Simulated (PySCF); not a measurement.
Isomers of C10H9F, from PBE0-D3(BJ)/def2-SVP geometry optimisation, gas phase (PySCF 2.14.0). One conformer each, no zero-point energy, no frequencies.

Question: Which isomer lies lower at this level?
A. `[F:1][c:2]1[cH:3][cH:4][cH:5][c:6]([C@:7]23[CH2:8][C@H:9]2[CH2:10]3)[cH:11]1` with C5–C6–C7–C8 -9°: A = 2412, B = 735.8, C = 583.8 MHz, dipole 1.55 D
B. `[F:1][CH2:2][c:3]1[cH:4][cH:5][cH:6][c:7]2[c:8]1[CH2:9][CH:10]=[CH:11]2` with F1–C2–C3–C4 132°: A = 1543, B = 1169, C = 685.8 MHz, dipole 1.13 D

Answer: B. That is `FCc1cccc2c1CC=C2`, 36.4 kcal/mol below the other.

```csv
SMILES,mapped SMILES,E (Eh),relative (kcal/mol),relative (kJ/mol),dipole (D)
FCc1cccc2c1CC=C2,[F:1][CH2:2][c:3]1[cH:4][cH:5][cH:6][c:7]2[c:8]1[CH2:9][CH:10]=[CH:11]2,-485.42738,0.0,0.0,1.13
Fc1cccc([C@]23C[C@H]2C3)c1,[F:1][c:2]1[cH:3][cH:4][cH:5][c:6]([C@:7]23[CH2:8][C@H:9]2[CH2:10]3)[cH:11]1,-485.36929,36.4,152.5,1.55
```

As drawn, the lower has a C=C bond outside aromatic rings, which the higher lacks; the higher has a three-membered ring and a quaternary carbon, which the lower lacks.
